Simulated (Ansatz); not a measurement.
Ga2H4, SMILES [GaH2][GaH2-], charge -1, multiplicity 2.

The structure is a stationary point at TPSSh-D3(BJ)/def2-SVPD.

Two levels are set side by side: PBE/def2-TZVPD (Ansatz, an electronic-structure program) and CAM-B3LYP/def2-TZVPD (Ansatz). Energy differences of separate SCF runs at the same geometry; the states with an electron removed or added have multiplicity 1. Differences are taken from unrounded values.

```
quantity                         CAM-B3LYP
-------------------------------  ---------
vertical ionisation energy (eV)       1.46
```

Task: What does PBE give, and how far is it from CAM-B3LYP? (An estimate is asked for; the answer gives what the named calculation found.)

Result: 
```csv
quantity,PBE,PBE minus CAM-B3LYP
vertical ionisation energy (eV),1.55,0.10
```
